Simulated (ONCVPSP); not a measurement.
**Zr, ONCV: configuration errors across variants**

```
Element                 : zirconium (Zr)
Generator               : ONCVPSP 4.0.1
Type                    : optimised norm-conserving Vanderbilt (ONCV)
Functional              : PBEsol
Relativity              : fully relativistic
Frozen core             : [Kr]
Valence charge          : 4
Reference configuration : 4d3 5s1
Partial waves           : 5s: rc 3.25 bohr, ncon 4, nbas 8, qcut 1.8 1/bohr, 3 projectors, debl 0.6 Ha; p scattering state at 0.19 Ha: rc 2.75 bohr, ncon 4, nbas 9, qcut 2.5 1/bohr, 3 projectors, debl 3.1 Ha; 4d: rc 2.95 bohr, ncon 4, nbas 9, qcut 6.1 1/bohr, 3 projectors, debl 3.3 Ha
Local potential         : polynomial inside 2.00 bohr (lpopt 5, dvloc0 4 Ha)
Core correction         : Teter function, fcfact 3.25, rcfact 1.65
```

Open shells are filled in proportion to 2j + 1.

All-electron excitation energies from the reference (eV): (1) 4d2 5s2 -1.210; (2) 4d2 5s1 5.962; (3) 4d2 5s0 18.871; (4) 4d2 5s1 5p1 1.862.

4 further variants failed, have other tests or another functional or relativity, and are left out.

Errors AE − PS in meV (a dash: test not solved or not reliable):

```tsv
change	(1)	(2)	(3)	(4)	bound ghosts	GHOST(+) flags above zero
base	-30	-50	-359	-43	none	s, p3/2, p1/2
p: nproj 2	-30	-50	-359	-41	none	s, p3/2, p1/2
core correction Teter function fitted to the true core (icmod 2), fcfact 0.7	-36	-33	-53	-53	none	s, p3/2, p1/2
local potential polynomial inside 2.65 bohr (lpopt 5, dvloc0 0 Ha)	-30	-50	-359	-43	none	s, p3/2, p1/2
core correction Teter function, fcfact 3.25, rcfact 1.42	-19	-26	-140	-35	none	s, p3/2, p1/2
```

Question: Give the same row for: core correction Teter function, fcfact 2, rcfact 1.65.

Answer: -19, -34, -254, -32; bound ghosts: none; GHOST(+) flags above zero: s, p3/2, p1/2.
